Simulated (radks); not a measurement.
The oxygen ion O3+, configuration [He] 2s1.5 2p1 3s0.5 (fractional occupations, a model configuration). Calculated with a radial shooting solver on a logarithmic mesh with Libxc functionals: scalar-relativistic Kohn-Sham, r2SCAN, spin-unpolarised, spherical densities, finite nucleus; meta-GGA in the generalised Kohn-Sham scheme; Fermi nuclear charge, rms radius 2.6991 fm.

Local quantities along the radius. ELF = 1/(1 + alpha^2) is the electron localisation function; alpha = (tau - tau_W)/tau_unif compares the Pauli kinetic energy density with that of the uniform gas. tau is taken from the large components.

```
   r/bohr * ELF (the largest magnitude, 1, reaches the edge; | marks zero)
  0.01408 |                                                      *
  0.01575 |                                                      *
  0.01775 |                                                      *
  0.01986 |                                                      *
  0.02221 |                                                      *
  0.02504 |                                                      *
  0.02801 |                                                      *
  0.03158 |                                                      *
  0.03533 |                                                      *
  0.03951 |                                                      *
  0.04455 |                                                      *
  0.04983 |                                                      *
  0.05618 |                                                      *
  0.06284 |                                                      *
  0.07029 |                                                      *
  0.07925 |                                                      *
  0.08864 |                                                      *
  0.09995 |                                                      *
   0.1118 |                                                      *
    0.125 |                                                      *
    0.141 |                                                      *
   0.1577 |                                                      *
   0.1778 |                                                      *
   0.1989 |                                                     *
   0.2224 |                                                   *
   0.2508 |                                            *
   0.2805 |                               *
   0.3138 |              *
   0.3538 |     *
   0.3957 |   *
   0.4461 |   *
    0.499 |     *
   0.5582 |             *
   0.6293 |                           *
   0.7039 |                                      *
   0.7936 |                                           *
   0.8877 |                                             *
   0.9929 |                                            *
    1.119 |                                        *
    1.252 |                              *
    1.412 |             *
    1.579 |   *
    1.766 |*
    1.991 |*
    2.228 | *
    2.511 |          *
    2.809 |                                *
    3.142 |                                               *
    3.543 |                                                    *
    3.963 |                                                      *
    4.468 |                                                      *
    4.997 |                                                      *
    5.589 |                                                      *
    6.302 |                                                      *
    7.049 |                                                      *
```

On this mesh the ELF has minima near r = 0.40, 2.0 bohr, which separate the shells, and maxima near 0.89 (0.84).

Self-consistent cycle (total energy in hartree, residual of the potential): 1: -69.969088, 2e+00; 2: -70.053987, 1e+00; 3: -70.121445, 8e-02; 4: -70.121801, 4e-02; 5: -70.121931, 4e-03; 6: -70.121934, 6e-04; 7: -70.121934, 2e-04; 8: -70.121934, 2e-04; 9: -70.121934, 1e-04; 10: -70.121934, 3e-05; 11: -70.121934, 8e-06; 12: -70.121934, 2e-05; 13: -70.121934, 1e-06; 14: -70.121934, 5e-06; 15: -70.121934, 1e-07.
